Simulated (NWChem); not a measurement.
System: CH6N cation; SMILES C[NH3+]

```xyz
8

C      0.0000     0.0000     0.8146
N      0.0000     0.0000    -0.7025
H     -1.0168     0.1956     1.1548
H      0.6778     0.7828     1.1548
H      0.3391    -0.9784     1.1548
H     -0.6253    -0.7236    -1.0803
H      0.9394    -0.1797    -1.0803
H     -0.3140     0.9034    -1.0803
```
Atoms are numbered in this order, from 1.

Computed with NWChem. The geometry was optimised at B3LYP/6-31G* (spherical d). Atomic charges in e: unrestrained fits to the electrostatic potential beside Mulliken populations; buried atoms are poorly determined by the fit.

Problem. What does the run give for B3LYP/def2-SVP? Quantities: ESP C1; Mulliken C1; ESP N2; Mulliken N2; relative RMS misfit of the potential (%).

Solution. 
```
Quantity                                  Value
----------------------------------------  -----
ESP C1                                    -0.04
Mulliken C1                                0.03
ESP N2                                    -0.16
Mulliken N2                               -0.02
relative RMS misfit of the potential (%)      2
```
